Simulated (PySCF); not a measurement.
A PySCF script (with the pyscf-properties extension) for the NMR shieldings of SMILES F[Si@@H]1O[SiH2][C@H](C(F)(F)F)O1, C₂H₄F₄O₂Si₂, on a GFN2-xTB geometry:

```python
import basis_set_exchange as bse
import numpy as np
from pyscf import gto, dft
from pyscf.prop import nmr

atoms = """
F     2.094514    1.660409   -1.394874
Si    1.951763    0.570594   -0.246406
O     1.498398   -0.847154   -0.929176
Si    0.048110   -1.458046   -0.521715
C    -0.383662   -0.032506    0.727321
C    -1.658104    0.666371    0.321362
F    -1.604467    1.145919   -0.926983
F    -2.002210    1.689243    1.111587
F    -2.694496   -0.197675    0.350295
O     0.673728    0.899505    0.694444
H     3.173039    0.406846    0.487310
H    -0.818945   -1.452697   -1.684488
H     0.243855   -2.689704    0.226385
H    -0.522200   -0.361577    1.762771
"""
names = dict.fromkeys(["F", "Si", "O", "C", "H"], "pcSseg-1")
basis = {el: gto.basis.parse(bse.get_basis(n, elements=[el], fmt="nwchem")) for el, n in names.items()}
mol = gto.M(atom=atoms, basis=basis, charge=0, verbose=0)
mf = dft.RKS(mol, xc="PBE0")
mf.grids.level = 2
mf.grids.alignment = dft.numint.BLKSIZE   # the property module wants whole blocks of grid points
mf.conv_tol = 1e-9
mf.kernel()

calc = nmr.RKS(mf)   # GIAO
C = mf.mo_coeff
Co = C[:, mf.mo_occ > 0]
resp = mf.gen_response(singlet=True, hermi=2)
def vind(x):   # induced exchange potential for any number of trial vectors
    d = np.einsum("pi,xij,qj->xpq", C, 2 * x.reshape(-1, C.shape[1], Co.shape[1]), Co, optimize=True)
    return np.einsum("xpq,pi,qj->xij", resp(d - d.transpose(0, 2, 1)), C, Co, optimize=True).ravel()
mo1, _ = nmr.rhf.solve_mo1(calc, with_cphf=vind)
sigma = calc.kernel(mo1)
for i, s in enumerate(sigma):   # ppm
    w = np.linalg.eigvalsh((s + s.T) / 2)
    print("%2d %-2s iso %8.1f  s11 %8.1f  s22 %8.1f  s33 %8.1f" % (i, mol.atom_pure_symbol(i), w.mean(), *w))
```

Question: What does it print?

Answer: 
```
 0 F  iso    309.7  s11    256.1  s22    274.6  s33    398.4
 1 Si iso    391.6  s11    369.7  s22    394.3  s33    410.9
 2 O  iso    267.8  s11    206.1  s22    278.3  s33    319.1
 3 Si iso    369.3  s11    331.0  s22    360.6  s33    416.2
 4 C  iso    117.4  s11     93.2  s22    107.0  s33    151.9
 5 C  iso     52.2  s11     44.1  s22     55.5  s33     57.1
 6 F  iso    262.4  s11    182.5  s22    265.4  s33    339.4
 7 F  iso    254.0  s11    166.6  s22    251.9  s33    343.3
 8 F  iso    257.6  s11    172.0  s22    254.6  s33    346.1
 9 O  iso    281.1  s11    231.4  s22    275.8  s33    336.1
10 H  iso     27.2  s11     23.3  s22     23.5  s33     34.7
11 H  iso     26.5  s11     23.2  s22     25.2  s33     31.2
12 H  iso     26.7  s11     22.9  s22     24.3  s33     32.7
13 H  iso     27.3  s11     23.5  s22     26.6  s33     31.9
```

These numbers come from an equivalent density-fitted implementation of the same equations, which agrees with the script to about 0.01 ppm for H and up to a few tenths of a ppm for heavy atoms, so last digits may differ.

Question: Turn these shieldings into chemical shifts. δ = σ(ref) − σ, references computed at the same level: 19F (σ = 170.95 ppm) vs CFCl3; 29Si (σ = 349.16 ppm), 13C (σ = 186.93 ppm), 1H (σ = 31.72 ppm) against TMS; H2O for 17O (σ = 336.08 ppm).

Answer: Averaging equivalent atoms: F 6/7/8: -87.0; F 0: -138.8; Si 3: -20.1; Si 1: -42.5; O 2: 68.3; O 9: 55.0; C 5: 134.7; C 4: 69.5; H 11: 5.18; H 12: 5.07; H 10: 4.56; H 13: 4.40 ppm. Unscaled 19F shifts against computed CFCl3 carry errors that often reach 10 to 50 ppm. Experimental scales use liquid or dissolved standards, which lie at an offset from isolated H2O (liquid H2O: subtract about 36 ppm).

Size and cost of the density-fitted run: 204 basis functions, 68 s wall time on 1 thread of an Arm Neoverse N1, shared host; peak memory 0.92 GiB.
